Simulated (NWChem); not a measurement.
Everything below was run with NWChem. System: PbS, charge 0, spin multiplicity 1, at a geometry optimised with PBE/def2-SVP with def2 effective core potentials on Pb. The structure started from a generated list of species. Level: MP2/def2-TZVP with def2 effective core potentials on Pb, 9 core orbitals frozen.

The NWChem input:

```
start mol
memory heap 200 mb stack 900 mb global 1100 mb
geometry units angstroms nocenter noautoz
  Pb     0.000000     0.000000     0.382158
  S      0.000000     0.000000    -1.958560
  symmetry group C2v
end
basis spherical
  * library def2-tzvp
end
ecp
  Pb library def2-ecp
end
scf
  rhf
  nopen 0
  maxiter 100
  thresh 1e-7
  semidirect memsize 60000000 filesize 0
end
mp2
  freeze core 9
end
task mp2 energy
```

Output (cleaned and shortened):

```
             Northwest Computational Chemistry Package (NWChem) 7.3.0
             --------------------------------------------------------

                                NWChem Input Module
                                -------------------

 Scaling coordinates for geometry "geometry" by  1.889725989
 (inverse scale =  0.529177249)

 Turning off AUTOSYM since
 SYMMETRY directive was detected!

                             Geometry "geometry" -> ""
                             -------------------------

 Output coordinates in angstroms (scale by  1.889725989 to convert to a.u.)

  No.       Tag          Charge          X              Y              Z
 ---- ---------------- ---------- -------------- -------------- --------------
    1 Pb                  82.0000     0.00000000     0.00000000     0.38215800
    2 S                   16.0000     0.00000000     0.00000000    -1.95856000

 Effective nuclear repulsion energy (a.u.)     296.6100789107

            Nuclear Dipole moment (a.u.)
            ----------------------------
        X                 Y               Z
 ---------------- ---------------- ----------------
     0.0000000000     0.0000000000    -0.0000075589

      Symmetry information
      --------------------

 Group name             C2v
 Group number             16
 Group order               4
 No. of unique centers     2

      Symmetry unique atoms

     1    2


 Summary of "ao basis" -> "" (spherical)
 ------------------------------------------------------------------------------
       Tag                 Description            Shells   Functions and Types
 ---------------- ------------------------------  ------  ---------------------
 *                         def2-tzvp                  on all atoms

 Summary of "ao basis" -> "ao basis" (spherical)
 ------------------------------------------------------------------------------
       Tag                 Description            Shells   Functions and Types
 ---------------- ------------------------------  ------  ---------------------
 Pb                        def2-tzvp                16       50   6s5p3d2f
 S                         def2-tzvp                13       37   5s5p2d1f

                                 NWChem SCF Module
                                 -----------------

  ao basis        = "ao basis"
  functions       =    87
  atoms           =     2
  closed shells   =    19
  open shells     =     0
  charge          =   0.00
  wavefunction    = RHF
  use symmetry    = T
  symmetry adapt  = T

 Summary of "ao basis" -> "ao basis" (spherical)
 ------------------------------------------------------------------------------
       Tag                 Description            Shells   Functions and Types
 ---------------- ------------------------------  ------  ---------------------
 Pb                        def2-tzvp                16       50   6s5p3d2f
 S                         def2-tzvp                13       37   5s5p2d1f

      Symmetry analysis of basis
      --------------------------

        a1         37
        a2          8
        b1         21
        b2         21

 Forming initial guess at       0.1s

      Superposition of Atomic Density Guess
      -------------------------------------

 Sum of atomic energies:        -616.84012419

      Non-variational initial energy
      ------------------------------

 Total energy =    -589.278532
 1-e energy   =   -1043.965634
 2-e energy   =     375.108788
 HOMO         =      -0.290459
 LUMO         =      -0.047325

      Symmetry analysis of molecular orbitals - initial
      -------------------------------------------------

 !! scf_movecs_sym_adapt:   58 vectors were symmetry contaminated

  Symmetry fudging

 !! scf_movecs_sym_adapt:   56 vectors were symmetry contaminated

  Numbering of irreducible representations:

     1 a1          2 a2          3 b1          4 b2

  Orbital symmetries:

     1 a1          2 a1          3 a1          4 b1          5 b2
     6 a1          7 a1          8 b1          9 b2         10 a1
    11 b1         12 b2         13 a1         14 a2         15 a1
    16 a1         17 b2         18 b1         19 a1         20 b1
    21 b2         22 a1         23 b2         24 b1         25 a1
    26 a2         27 a1         28 a1         29 a1

 Starting SCF solution at       0.9s

 ----------------------------------------------
         Quadratically convergent ROHF

 Convergence threshold     :          1.000E-07
 Maximum no. of iterations :          100
 Final Fock-matrix accuracy:          1.000E-09
 ----------------------------------------------

              iter       energy          gnorm     gmax       time
             ----- ------------------- --------- --------- --------
                 1     -589.3157801968  9.19D-01  3.29D-01      0.9
                 2     -589.4075726785  2.11D-01  4.28D-02      0.9
                 3     -589.4131450278  1.08D-02  2.75D-03      1.0
                 4     -589.4131740990  8.00D-05  2.23D-05      1.0
                 5     -589.4131740998  8.35D-09  2.39D-09      1.1

       Final RHF  results
       ------------------

         Total SCF energy =   -589.413174099800
      One-electron energy =  -1044.954202272628
      Two-electron energy =    375.962714318749
 Nuclear repulsion energy =     79.578313854080

        Time for solution =      0.3s

       Symmetry analysis of molecular orbitals - final
       -----------------------------------------------

  Numbering of irreducible representations:

     1 a1          2 a2          3 b1          4 b2

  Orbital symmetries:

     1 a1          2 a1          3 a1          4 b1          5 b2
     6 a1          7 b1          8 b2          9 a1         10 a1
    11 a2         12 a1         13 b2         14 b1         15 a1
    16 a1         17 a1         18 b1         19 b2         20 b1
    21 b2         22 a1         23 b2         24 b1         25 a1
    26 a2         27 a1         28 a1         29 b1

             Final eigenvalues
             -----------------

              1
    1  -91.9066
    2   -8.9089
    3   -6.5892
    4   -6.5885
    5   -6.5885
    6   -6.2132
    7   -3.8998
    8   -3.8998
    9   -3.8892
   10   -1.1221
   11   -1.1221
   12   -1.1199
   13   -1.1116
   14   -1.1116
   15   -0.8560
   16   -0.5882
   17   -0.3426
   18   -0.3284
   19   -0.3284
   20   -0.0014
   21   -0.0014
   22    0.0866
   23    0.1638
   24    0.1638
   25    0.2275
   26    0.2687
   27    0.2687
   28    0.2834
   29    0.3224

                       ROHF Final Molecular Orbital Analysis
                       -------------------------------------

 Vector   17  Occ=2.000000D+00  E=-3.426135D-01  Symmetry=a1
              MO Center=  7.4D-16,  5.6D-17, -7.5D-01, r^2= 4.0D+00
   Bfn.  Coefficient  Atom+Function         Bfn.  Coefficient  Atom+Function
  ----- ------------  ---------------      ----- ------------  ---------------
    67      0.400490  2 S  pz                 6     -0.354481  1 Pb s
    12      0.309981  1 Pb pz                70      0.300459  2 S  pz
    18     -0.270136  1 Pb pz                15     -0.239146  1 Pb pz
    64      0.174712  2 S  pz                 3      0.171401  1 Pb s
     5     -0.153635  1 Pb s

 Vector   18  Occ=2.000000D+00  E=-3.283664D-01  Symmetry=b1
              MO Center=  9.0D-16,  4.2D-30, -1.6D+00, r^2= 2.3D+00
   Bfn.  Coefficient  Atom+Function         Bfn.  Coefficient  Atom+Function
  ----- ------------  ---------------      ----- ------------  ---------------
    65      0.449169  2 S  px                68      0.352094  2 S  px
    62      0.201445  2 S  px                16      0.179622  1 Pb px
    56     -0.162789  2 S  px                10     -0.156018  1 Pb px

 Vector   19  Occ=2.000000D+00  E=-3.283664D-01  Symmetry=b2
              MO Center= -1.8D-30,  5.1D-16, -1.6D+00, r^2= 2.3D+00
   Bfn.  Coefficient  Atom+Function         Bfn.  Coefficient  Atom+Function
  ----- ------------  ---------------      ----- ------------  ---------------
    66      0.449169  2 S  py                69      0.352094  2 S  py
    63      0.201445  2 S  py                17      0.179622  1 Pb py
    57     -0.162789  2 S  py                11     -0.156018  1 Pb py

 Vector   20  Occ=0.000000D+00  E=-1.359684D-03  Symmetry=b1
              MO Center= -2.3D-15,  8.4D-30,  2.7D-01, r^2= 5.5D+00
   Bfn.  Coefficient  Atom+Function         Bfn.  Coefficient  Atom+Function
  ----- ------------  ---------------      ----- ------------  ---------------
    19      0.599427  1 Pb px                16      0.358593  1 Pb px
    68     -0.344366  2 S  px                10     -0.311325  1 Pb px
    13      0.224556  1 Pb px                65     -0.163808  2 S  px

 Vector   21  Occ=0.000000D+00  E=-1.359684D-03  Symmetry=b2
              MO Center= -3.8D-30,  3.2D-15,  2.7D-01, r^2= 5.5D+00
   Bfn.  Coefficient  Atom+Function         Bfn.  Coefficient  Atom+Function
  ----- ------------  ---------------      ----- ------------  ---------------
    20      0.599427  1 Pb py                17      0.358593  1 Pb py
    69     -0.344366  2 S  py                11     -0.311325  1 Pb py
    14      0.224556  1 Pb py                66     -0.163808  2 S  py

 Vector   22  Occ=0.000000D+00  E= 8.662957D-02  Symmetry=a1
              MO Center=  4.5D-15,  1.6D-15,  8.5D-01, r^2= 9.1D+00
   Bfn.  Coefficient  Atom+Function         Bfn.  Coefficient  Atom+Function
  ----- ------------  ---------------      ----- ------------  ---------------
    21      1.299262  1 Pb pz                55      0.499273  2 S  s
    18     -0.361376  1 Pb pz                 5     -0.302027  1 Pb s
    15      0.159618  1 Pb pz                70      0.159077  2 S  pz
     3      0.155138  1 Pb s

 center of mass
 --------------
 x =   0.00000000 y =   0.00000000 z =   0.13278719

 moments of inertia (a.u.)
 ------------------
         542.204032783660           0.000000000000           0.000000000000
           0.000000000000         542.204032783660           0.000000000000
           0.000000000000           0.000000000000           0.000000000000

  Mulliken analysis of the total density
  --------------------------------------

    Atom       Charge   Shell Charges
 -----------   ------   -------------------------------------------------------
    1 Pb  22    21.36   0.07 -0.59  1.78  0.76  1.10  0.77 -0.62  6.56  0.48  0.76  0.19  9.10  0.88  0.11  0.02  0.00
    2 S   16    16.64   2.01  0.49  1.48  1.06  0.87  4.18  1.70  0.85  2.32  1.65  0.01  0.04  0.00

       Multipole analysis of the density wrt the origin
       ------------------------------------------------

     L   x y z        total         open         nuclear
     -   - - -        -----         ----         -------
     0   0 0 0      0.000000      0.000000     38.000000

     1   1 0 0      0.000000      0.000000      0.000000
     1   0 1 0      0.000000      0.000000      0.000000
     1   0 0 1      2.136539      0.000000    -43.330442

     2   2 0 0    -29.628395      0.000000      0.000000
     2   1 1 0     -0.000000      0.000000      0.000000
     2   1 0 1      0.000000      0.000000      0.000000
     2   0 2 0    -29.628395      0.000000      0.000000
     2   0 1 1      0.000000      0.000000      0.000000
     2   0 0 2    -37.420066      0.000000    230.648975

                   NWChem MP2 Semi-direct Energy/Gradient Module
                   ---------------------------------------------

  Basis functions       =     87
  Molecular orbitals    =     87
  Frozen core           =      9
  Frozen virtuals       =      0
  Active alpha occupied =     10
  Active beta occupied  =     10
  Active alpha virtual  =     68
  Active beta virtual   =     68
  Use MO symmetry       = T
  Use skeleton AO sym   = T

  AO/Fock/Back tols     =   1.0D-09  1.0D-09  1.0D-09

 GA uses MA = F    GA memory limited = T

 Available:
  local mem=  1.26D+08
 global mem=  1.44D+08
 local disk=  0.00D+00
  mp2_memr nvloc                    68
  nvloc new                    68
   1 passes of  10:        4194304                      49427                   8747758.
   1 passes of  10: M    126138050           G      144164062           F     121943746.

 Semi-direct pass number   1 of   1  for RHF alpha+beta  at        1.2s
  vrange nnbf                  3778
  mp2_eaftype                    33  avail_ma_in_mb                  1099
 EAF : mp2_eaftype filesize          33    4373879.
  mp2_eaf for mointskh                     33
Node 0 wrote     20.6 Mb in      0.0 s     Agg I/O rate:  1234.5 Mb/s
 Done moints_semi at        3.4s
  mp2_eaftype                    33  avail_ma_in_mb                  1066
 EAF : mp2_eaftype filesize          33    4373879.
  mp2_eaf for kh                    33
 Done maket at        3.4s
 Done multipass loop at        3.4s

          -------------------------------------------
          SCF energy                -589.413174099800
          Correlation energy          -0.561902019218
          Singlet pairs               -0.283948560095
          Triplet pairs               -0.277953459122
          Total MP2 energy          -589.975076119017
          -------------------------------------------

          ---------------------------------------------------
                    Spin Component Scaled (SCS) MP2
          Same spin pairs                     -0.185302306082
          Same spin scaling factor             0.333333333333
          Opposite spin pairs                 -0.376599713136
          Opposite spin scaling fact.          1.200000000000
          SCS-MP2 correlation energy          -0.513687091124
          Total SCS-MP2 energy              -589.926861190924
          ---------------------------------------------------

 -----------------------
 Performance information
 -----------------------

 Timer overhead =  9.62D-08 seconds/call

               Nr. of calls         CPU time (s)                 Wall time (s)                GFlops
             ---------------    -------------------     ------------------------------   -------------------
Name         Min   Avg   Max    Min     Avg     Max     Min     Avg     Max   Mx/calls   Min     Max     Sum
mp2: moin     1     1     1    2.2     2.2     2.2      2.2     2.2     2.2     2.2      0.0     0.0     0.0
mp2: make     1     1     1   6.97E-2 6.97E-2 6.97E-2  6.97E-2 6.97E-2 6.97E-2 6.97E-2   0.0     0.0     0.0
mp2: tota     1     1     1    2.3     2.3     2.3      2.3     2.3     2.3     2.3      0.0     0.0     0.0

 The average no. of pstat calls per process was 3.00D+00
 with a timing overhead of 2.89D-07s

 Task  times  cpu:        3.4s     wall:        3.4s

 Total times  cpu:        3.4s     wall:        3.4s
```
